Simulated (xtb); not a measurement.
xtb input (GFN-FF):

```bash
xtb mol.xyz --gfnff --opt tight --chrg 0 --uhf 0
```
mol.xyz:
```
17

C      0.04048573     2.21708120    -0.44017144
Ge    -0.13406580     0.49949733     0.48579285
C      1.20790116     0.26122781     1.89303299
C     -1.95790494     0.16518674     1.11810583
C      0.24871990    -0.92667127    -0.90124662
F     -0.61663802    -0.87857411    -1.94767970
F      0.16203951    -2.18314749    -0.39140949
F      1.49498566    -0.81451378    -1.43079570
H      1.04741694     2.33004479    -0.84080691
H     -0.15381650     3.03680164     0.25201794
H     -0.67252655     2.27786685    -1.26181529
H      2.21048371     0.38147701     1.48370626
H      1.06082783     1.00182235     2.67961435
H      1.12478266    -0.73329201     2.33029913
H     -2.02923070    -0.82897532     1.55825860
H     -2.66347314     0.23361577     0.29065735
H     -2.23305394     0.90189585     1.87333679
```

End of the output:

```
         :::::::::::::::::::::::::::::::::::::::::::::::::::::
         ::                     SUMMARY                     ::
         :::::::::::::::::::::::::::::::::::::::::::::::::::::
         :: total energy              -2.188984326432 Eh    ::
         :: gradient norm              0.000142043410 Eh/a0 ::
         ::.................................................::
         :: bond energy               -2.208847466616 Eh    ::
         :: angle energy               0.011048929571 Eh    ::
         :: torsion energy             0.000030437319 Eh    ::
         :: repulsion energy           0.102091191378 Eh    ::
         :: electrostat energy        -0.082556049904 Eh    ::
         :: dispersion energy         -0.009072581450 Eh    ::
         :: HB energy                  0.000000000000 Eh    ::
         :: XB energy                  0.000000000000 Eh    ::
Note: The following floating-point exceptions are signalling: IEEE_UNDERFLOW_FLAG IEEE_DENORMAL
normal termination of xtb
         :: bonded atm energy         -0.001678786730 Eh    ::
         :: external energy            0.000000000000 Eh    ::
         :: add. restraining           0.000000000000 Eh    ::
         :: total charge               0.000000000000 e     ::
         :::::::::::::::::::::::::::::::::::::::::::::::::::::

           -------------------------------------------------
          |                Property Printout                |
           -------------------------------------------------

molecular dipole:
                 x           y           z       tot (Debye)
 q only:       -0.554       2.066       2.009       7.458
           -------------------------------------------------
          |                Geometry Summary                 |
           -------------------------------------------------

      molecular mass/u    :      186.7371700
   center of mass at/Å    :        0.0108009      -0.0402420      -0.0391375
  moments of inertia/u·Å² :        0.2677601E+03   0.4252159E+03   0.4252162E+03
rotational constants/cm⁻¹ :        0.6295798E-01   0.3964488E-01   0.3964485E-01

 * 16 selected distances

     #   Z          #   Z                                           value/Å
     1   6 C        2  32 Ge                                      1.9444819
     2  32 Ge       3   6 C                                       1.9444836
     2  32 Ge       4   6 C                                       1.9444836
     2  32 Ge       5   6 C                                       1.9838501 (max)
     5   6 C        6   9 F                                       1.3389505
     5   6 C        7   9 F                                       1.3389508
     5   6 C        8   9 F                                       1.3389505
     1   6 C        9   1 H                                       1.0853725 (min)
     1   6 C       10   1 H                                       1.0853743
     1   6 C       11   1 H                                       1.0853725
     3   6 C       12   1 H                                       1.0853726
     3   6 C       13   1 H                                       1.0853742
     3   6 C       14   1 H                                       1.0853725
     4   6 C       15   1 H                                       1.0853725
     4   6 C       16   1 H                                       1.0853726
     4   6 C       17   1 H                                       1.0853742

 * 3 distinct bonds (by element types)

   Z      Z             #   av. dist./Å        max./Å        min./Å
   1 H    6 C           9     1.0853731     1.0853743     1.0853725
   6 C    9 F           3     1.3389506     1.3389508     1.3389505
   6 C   32 Ge          4     1.9543248     1.9838501     1.9444819

optimized geometry written to: xtbopt.xyz

           -------------------------------------------------
          | TOTAL ENERGY               -2.188984326432 Eh   |
          | GRADIENT NORM               0.000142043410 Eh/α |
           -------------------------------------------------
########################################################################
[WARNING] Runtime exception occurred
-1- gfnff_setup: Could not read topology file.
########################################################################

------------------------------------------------------------------------
------------------------------------------------------------------------
 total:
 SCF:
 ANC optimizer:
```
